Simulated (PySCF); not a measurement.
## How methods differ on the excitation energy of Zn⁺

Zn⁺ [Ar] 3d10 4s1 (2S) → Zn⁺ [Ar] 3d10 4p1 (2P), as a difference of total energies. All numbers are calculated (PySCF 2.14, the spin-free X2C one-electron Hamiltonian (Gaussian nucleus), in x2c-TZVPPall with one added diffuse shell each of s, p, d, f type (7s6p5d3f1g, 80 functions)). Correlated levels: valence and next inner shell: [Ne] frozen. The calculations carry no spin-orbit coupling.

```tsv
method	excitation energy (cm⁻¹)	error (cm⁻¹)
UHF	45608	-3456
MP2 (valence and next inner shell)	49706	+642
SCS-MP2 (valence and next inner shell)	49084	+21
CCSD (valence and next inner shell)	48773	-290
CCSD(T) (valence and next inner shell)	48941	-122
```

Reference: 49064 cm⁻¹ (measured; NIST levels, between the centres of gravity of the two terms).

Errors of the correlated levels include the incompleteness of this basis and the frozen core.
